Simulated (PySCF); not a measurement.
C₃H₄ClNSi, SMILES Cl[Si@H]1C=CC=N1. Atoms are numbered in the order given.

```xyz
10

Cl     1.9880     0.0736    -0.7119
Si     0.3767    -0.1785     0.5621
C     -0.7917     1.2954     0.5851
C     -1.9573     0.7978     0.1253
C     -1.9034    -0.6646    -0.2379
N     -0.8113    -1.3215    -0.1083
H      0.8879    -0.6225     1.8798
H     -0.6602     2.3358     0.8867
H     -2.8856     1.3666     0.0050
H     -2.8196    -1.1525    -0.6151
```
Charge 0, spin multiplicity 1.

The structure is a stationary point at B3LYP-D3(BJ)/def2-SVP. The structure was generated by enumeration; whether it is a known compound was not checked.

Two levels are set side by side: PBE/pcSseg-1 (PySCF) and HF/pcSseg-1 (PySCF). GIAO shifts against HCl (³⁵Cl), NH3 (¹⁵N), TMS (²⁹Si), TMS (¹H), TMS (¹³C) at the same level; non-relativistic, no solvent, atoms listed together averaged. Without spin–orbit terms, shifts of atoms bonded to Cl or Br come out too high at both levels. Differences are taken from unrounded values.

```csv
quantity,HF
δ(³⁵Cl) of Cl1 (ppm),-43.8
δ(²⁹Si) of Si2 (ppm),5.6
δ(¹³C) of C3 (ppm),154.4
δ(¹³C) of C4 (ppm),156.1
δ(¹³C) of C5 (ppm),187.0
δ(¹⁵N) of N6 (ppm),372.0
δ(¹H) of H7 (ppm),5.35
δ(¹H) of H8 (ppm),7.38
δ(¹H) of H9 (ppm),7.38
δ(¹H) of H10 (ppm),8.92
```

Q: What does PBE give, and how far is it from HF? (Estimate from the structure and the level; the computed values follow.)

A: 
```tsv
quantity	PBE	PBE minus HF
δ(³⁵Cl) of Cl1 (ppm)	-7.9	35.9
δ(²⁹Si) of Si2 (ppm)	16.3	10.7
δ(¹³C) of C3 (ppm)	151.8	-2.5
δ(¹³C) of C4 (ppm)	153.8	-2.2
δ(¹³C) of C5 (ppm)	184.6	-2.4
δ(¹⁵N) of N6 (ppm)	379.2	7.2
δ(¹H) of H7 (ppm)	6.04	0.69
δ(¹H) of H8 (ppm)	7.13	-0.25
δ(¹H) of H9 (ppm)	7.31	-0.07
δ(¹H) of H10 (ppm)	9.07	0.15
```

Rough cost on one machine, each run with all the roots and properties that it gave: HF against PBE within a factor of 2.
